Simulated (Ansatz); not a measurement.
Cartesian coordinates in Å:
```
O 0.823 -1.246 -1.242
Si 0.860 -0.179 0.005
I 1.300 -1.308 2.138
Si -1.289 0.751 0.104
F -1.326 1.798 1.318
H 1.594 -1.794 -1.402
H 1.965 0.804 -0.143
H -2.292 -0.311 0.363
H -1.634 1.485 -1.141
```

Total charge 0; spin multiplicity 1. I: def2 effective core potential.

(1) List the ωB97M-V/def2-TZVPP orbital energies in eV (the Gaussian-basis code of Ansatz). (An estimate is asked.)

Answers

(1) Ansatz gave: Occupied: -1808.48, -1808.08, -677.54, -526.83, -190.69, -149.41, -149.06, -136.44, -136.26, -136.25, -103.57, -103.52, -103.48, -103.22, -103.16, -103.14, -55.35, -55.29, -55.27, -55.12, -55.12, -36.06, -31.55, -22.34, -19.30, -18.19, -16.03, -15.43, -15.39, -15.10, -13.79, -13.31, -12.17, -11.38, -10.77, -9.99, -9.63. Lowest empty: 0.58, 1.12, 2.20, 2.38, 2.90, 3.28, 3.50, 4.51.
